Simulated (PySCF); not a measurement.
Input file for PySCF: R-B3LYP/3-21G on HI (SMILES I).

```python
from pyscf import gto, scf, dft, mp
from pyscf.data.elements import chemcore

mol = gto.M(
    atom='''
    I     0.21288121   -1.03616339    2.98201783
    H     0.17418201    0.43606817    3.64857017
    ''',
    basis='3-21g',
    charge=0, spin=0, verbose=3, max_memory=1800)
mf = dft.RKS(mol, xc='b3lyp')
mf.conv_tol = 1e-8
mf.max_cycle = 100
mf.kernel()
if not mf.converged:
    mf = mf.newton().run(mf.mo_coeff, mf.mo_occ)
```

The log:

```
converged SCF energy = -6890.60285491895
```

The run converged.

Cost: very roughly 0.7 core-seconds.
